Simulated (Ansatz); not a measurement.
Reaction (hydrogenolysis of the Si–C bond): `C[SiH2]/C=C/[SiH3]` + H₂ → `[SiH3]/C=C/[SiH3]` + CH₄

Calculated with Ansatz (gas phase, PBE0-D4/def2-TZVP geometries, no zero-point term in ΔE). CBS: MP2 limit from def2 TZ/QZ plus the TZ coupled-cluster correction, frozen cores. This one scheme is used for every species. Double bonds are as drawn, so ΔE can hold a change between cis and trans. Functionals use def2-TZVPP. HSE06 is defined as in plane-wave codes. One conformer a species, not always the lowest.

`C[SiH2]/C=C/[SiH3]`:

Cartesian coordinates in Å:
```
C -2.428 -0.817 -1.077
Si -1.484 0.665 -0.436
C 0.337 0.291 -0.269
C 1.001 0.324 0.892
Si 2.815 -0.065 1.057
H -2.327 -1.665 -0.396
H -2.052 -1.123 -2.057
H -3.490 -0.585 -1.181
H -1.671 1.808 -1.375
H -1.985 1.069 0.908
H 0.893 0.022 -1.169
H 0.448 0.595 1.794
H 3.557 1.098 1.616
H 3.360 -0.400 -0.285
H 3.027 -1.216 1.977
```

H₂:

```xyz
2

H     0.091    0.333    0.142
H    -0.091   -0.333   -0.142
```

`[SiH3]/C=C/[SiH3]`:

Z-matrix (Å, degrees):
```
Si
C 1 1.864
H 1 1.488 2 110.6
H 1 1.486 2 108.8 3 120.4
H 1 1.488 2 110.6 3 -119.2
C 2 1.337 1 123.6 3 -120.6
H 2 1.091 1 118.1 3 59.4
Si 6 1.864 2 123.6 1 -180.0
H 6 1.091 2 118.3 1 0.0
H 8 1.488 6 110.6 2 -120.5
H 8 1.488 6 110.6 2 120.3
H 8 1.486 6 108.8 2 -0.1
```

CH₄:

Z-matrix (Å, degrees):
```
C
H 1 1.090
H 1 1.090 2 109.5
H 1 1.090 2 109.5 3 -120.0
H 1 1.090 2 109.5 3 120.0
```

CCSD(T)/CBS gives -0.25 eV.

Question: Another level gave -0.31 eV. Which?
A. CAM-B3LYP-D4/def2-TZVPP
B. BHLYP/def2-TZVPP
C. HSE06-D4/def2-TZVPP
D. revPBE-D4/def2-TZVPP

Answer: A. CAM-B3LYP-D4 -0.31, BHLYP -0.40, HSE06-D4 -0.26, revPBE-D4 -0.20 eV.

Question: What do rigid-rotor, harmonic-oscillator terms from PBE0-D4/def2-TZVP frequencies (298.15 K, 1 bar) make of the CCSD(T)/CBS value? (An estimate is asked.)

Answer: Ansatz gave: ΔZPE = +0.15 eV, ΔH = -0.13 eV, ΔS = 11 J/(mol·K), ΔG = -0.17 eV.

Largest T1 diagnostic among the species: 0.012.

Leaving LDA and LC-ωPBE aside and taking each functional with its dispersion term where it has one, the values, not all of them listed here, spread over 0.13 eV, from BHLYP-D4 to revPBE-D4. LDA lies +0.06 eV from PBE without D4. The D4 term adds +0.08 eV with B3LYP and +0.05 eV with PBE0; it sums over pairs of atoms, weighted by their polarisabilities, and B3LYP, whose exchange is more repulsive, gets the larger term. In def2-TZVPP, CCSD(T) changes the Hartree–Fock value by +0.21 eV (the triples alone add +0.04 eV) and MP2 by +0.27 eV.

B3LYP here is the variant with VWN-RPA as its local correlation; programs differ in this.
